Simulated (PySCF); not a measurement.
Compound: C₂H₆BCl₃S.
SMILES: `C[S+](C)[B-](Cl)(Cl)Cl`

Linear response at wB97X-D/def2-SVPD (PySCF, frozen core in the response, non-relativistic). Geometry: PBE0-D3(BJ)/def2-SVP; no solvent, vibrations or thermal averaging.

Static isotropic polarisability: 100.25 au (14.86 Å³), principal values 90.7, 103.8, 106.2 au.

Question: What is the polarisability at 1064 nm and at the sodium D line?

Answer: 101.02 au at 1064 nm (+0.8 %), 102.83 au at 589.3 nm (+2.6 %). The rise at 589.3 nm is 3.34 times that at 1064 nm; a pure ω² law gives 3.26. The lowest singlet lies at 171 nm, shorter than both wavelengths.

Question: What is the isotropic C6 coefficient between two such molecules, C6 = (3/π)∫α(iω)² dω?

Answer: 4132 au (Eh·bohr⁶) by a ten-point quadrature over imaginary frequencies, which is 2470 eV·Å⁶ or 238 J·nm⁶/mol.

Question: Which effective excitation energy ω̄ makes London's formula C6 = (3/4)α²ω̄ exact here?

Answer: ω̄ = 4·C6/(3α²) = 0.548 Eh = 14.9 eV. A one-pole form α(ω) = α/(1 − ω²/ω̄²) fitted to the 1064 nm value gives 13.3 eV.

Question: What molar refraction at the D line follows from R = (4π/3)·N_A·α′, with α′ the polarisability volume?

Answer: α′ = 15.24 Å³ gives R = 38.44 cm³/mol, for isolated, non-vibrating species.

Question: What three-body coefficient follows from the one-pole estimate C9 = (3/4)·α·C6?

Answer: 311000 au. This is an estimate from the two numbers above, not a computed integral.

Question: What n − 1 at the D line would an ideal gas of it have at 273.15 K and 1 atm (2.6868 × 10¹⁹ cm⁻³), by n − 1 = 2π·N·α′?

Answer: 25.72 × 10⁻⁴, a formal value whether or not that pressure can be reached.

Question: How many electrons N does the Slater–Kirkwood formula C6 = (3/4)·√N·α^(3/2) need to give this C6?

Answer: N = (4·C6/3)²/α³ = 30.1; the species has 90 electrons in all.

Question: The lowest 6 singlets have (eV, f): 7.24, 0.000; 7.75, 0.010; 7.75, 0.005; 7.83, 0.087; 8.00, 0.001; 8.11, 0.079. What share of the static polarisability do they carry in the sum over states α = Σ f/ω²?

Answer: 2.13 au, 2.1 % of α; the largest term, 1.05 au, is that of the state at 7.83 eV. Their oscillator strengths add up to 0.18. Higher states carry the rest.

Shape of the structure used: `[CH3:1][S+:2]([CH3:3])[B-:4]([Cl:5])([Cl:6])[Cl:7]`: C1–S2–B4–Cl5 -173°.

Note: wB97X-D ran without an empirical dispersion term, which enters the total energy and its gradient alone.
